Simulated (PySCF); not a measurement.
# What a mistake does to a calculation on BC2H8Si

Calculated results; nothing here was measured. They come from PySCF 2.14.0, an open-source quantum chemistry program, on an isolated molecule that a program drew, which may never have been made. The molecule is BC2H8Si (charge 0, doublet), drawn as the SMILES string `BC[SiH]C`.

Each row is a Hartree-Fock (HF) and frozen-core CCSD(T) single point in the cc-pV(D+d)Z basis, meant for a local HF minimum. Run 1 is clean. Each other run has one planted mistake out of seven kinds, and not every kind appears here: one electron removed, one electron added, multiplicity raised by two, geometry at a saddle point, minimal basis STO-3G, one bond length entered in bohr, all coordinates scaled. The reference is restricted for singlets and unrestricted otherwise, and also for a bond in bohr. Adding or removing an electron swaps singlet and doublet. Electrons count all cores. HOMO and LUMO are orbital energies over both spins, the gradient is its largest component, and the lowest frequency (negative if imaginary) is given only where the gradient is small. Bond lengths are over the 11 bonds as drawn. T1 is the CCSD diagnostic: over 0.02 (restricted) or 0.045 (unrestricted) a single reference is doubtful.

Geometry of the clean run:
```xyz
12
BC2H8Si, angstrom
B     0.8144    1.6859    2.0491
C     1.9864    0.6603    2.0756
Si    1.7054   -0.6241    0.6897
C     0.2213   -1.7442    1.0159
H    -0.2068    1.4702    2.6477
H     0.8843    2.6830    1.3811
H     2.0402    0.0838    3.0042
H     2.9603    1.1136    1.8705
H     1.5538    0.0536   -0.6260
H    -0.7114   -1.1719    1.0351
H     0.3224   -2.2588    1.9749
H     0.1364   -2.5016    0.2326
```

```
run  electrons  basis functions  <S^2>  HOMO (eV)  LUMO (eV)  gradient (hartree/bohr)  lowest frequency (cm^-1)  mean bond (Å)  longest bond (Å)      T1  HF (hartree)  CCSD(T) (hartree)               mistake
  1         39              105  0.755      -8.44       1.51                  1.6e-05                        62         1.3379             1.910  0.0134    -393.97988         -394.51623              no fault
  2         38              105  0.000     -17.10      -6.39                  7.1e-02                         -         1.3379             1.910  0.0140    -393.70706         -394.23529  one electron removed
  3         39               32  0.753      -6.23       5.71                  2.7e-02                         -         1.3379             1.910  0.0083    -389.40914         -389.63976  minimal basis STO-3G
  4         40              105  0.000      -0.32       7.28                  5.2e-02                         -         1.3379             1.910  0.0275    -393.95192         -394.53228    one electron added
  5         39              105  0.755      -8.25       1.74                  3.8e-02                         -         1.2737             1.819  0.0134    -393.95465         -394.48454                     ?
```

**Which mistake was planted in run 5, and what did it cost?**

The mean and the longest bond both change by the same factor, 0.952, and the gradient is no longer small. So the mistake is: all coordinates scaled. Subtracting run 1 and multiplying by 627.51 kcal/mol a hartree, the energy moved by 15.8 kcal/mol in HF and 19.9 kcal/mol in CCSD(T).

Cautions from the logs. Run 4: T1 is over the limit, so its CCSD(T) energy is less reliable.
